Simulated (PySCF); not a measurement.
Predicted microwave data (PySCF 2.14.0, PBE0-D3(BJ)/def2-SVP geometry optimisation, gas phase) for one isomer of C2H8BOP:

```
Rotational constants : A = 10457, B = 1760, C = 1568 MHz
Dipole components    : |μa| = 1.20 D, |μb| = 1.07 D, |μc| = 0.91 D
Inertial defect      : -13.09 u·Å²
κ                    : -0.96
```

Problem. Which candidate fits, each taken in the one conformer that was computed?
A. `[CH3:1][CH2:2][O:3][BH:4][PH2:5]` with C1–C2–O3–B4 -159°, C2–O3–B4–P5 4°, O3–B4–P5–H -149° and -51°
B. `[CH2:1]=[CH:2][O:3][BH2-:4][PH3+:5]` with C1–C2–O3–B4 180°, C2–O3–B4–P5 -177°

Solution. A. It is CCOBP, a near-prolate asymmetric top, point group C1. The candidates at the same level (rigid rotor, commonest isotopes):

```tsv
SMILES	A (MHz)	B (MHz)	C (MHz)	μa (D)	μb (D)	μc (D)	Δ (u·Å²)	point group	rotor
C=CO[BH2-][PH3+]	16717	1445	1363	4.80	1.17	0.08	-9.02	near Cs	near-prolate asymmetric top
CCOBP	10457	1760	1568	1.20	1.07	0.91	-13.09	C1	near-prolate asymmetric top
```

`C=CO[BH2-][PH3+]` has A 60 % too high. No structure here is proved a minimum.
